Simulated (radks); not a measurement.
Values are calculated unless marked as measured or tabulated.
Trend from Zr3+ to Cd3+: ionisation energy by Delta-SCF between NIST ground configurations, and size. Level of theory: scalar-relativistic Kohn-Sham, SCAN, spin-unpolarised, spherical densities, finite nucleus; meta-GGA in the generalised Kohn-Sham scheme; Fermi nuclear charge, rms radius of each element as measured or else 0.836 A^(1/3) + 0.57 fm (a radial shooting solver on a logarithmic mesh with Libxc functionals).

| species | configuration | configuration of the ion | IE (eV) | NIST (eV) | kind | -e(HOMO) (eV) | r at 0.001 e/bohr^3 (bohr) |
|---|---|---|---|---|---|---|---|
| Zr3+ | [Kr] 4d1 | [Kr] | 33.500 | 34.418 | exp. | 27.638 (4d) | 3.23 |
| Nb3+ | [Kr] 4d2 | [Kr] 4d1 | 36.426 | 37.61 | exp. | 30.203 (4d) | 3.29 |
| Mo3+ | [Kr] 4d3 | [Kr] 4d2 | 39.172 | 40.3 | semi-emp. | 32.638 (4d) | 3.28 |
| Tc3+ | [Kr] 4d4 | [Kr] 4d3 | 41.845 | 41 | theory | 34.992 (4d) | 3.25 |
| Ru3+ | [Kr] 4d5 | [Kr] 4d4 | 44.413 | 45 | theory | 37.287 (4d) | 3.21 |
| Rh3+ | [Kr] 4d6 | [Kr] 4d5 | 46.951 | 42 | theory | 39.540 (4d) | 3.16 |
| Pd3+ | [Kr] 4d7 | [Kr] 4d6 | 49.449 | 46 | theory | 41.759 (4d) | 3.11 |
| Ag3+ | [Kr] 4d8 | [Kr] 4d7 | 51.919 | 49 | theory | 43.954 (4d) | 3.06 |
| Cd3+ | [Kr] 4d9 | [Kr] 4d8 | 54.365 | 51 | theory | 46.128 (4d) | 3.01 |

Reference values: NIST Atomic Spectra Database (exp. = measured, semi-emp. = semi-empirical, theory = theoretical value adopted there). Spin polarisation and multiplet splitting are left out, so open shells lie too high by an amount that depends on their filling.

Beside tabulated values, note that spin-unpolarised runs miss the spin-polarisation part of the exchange energy of open shells.
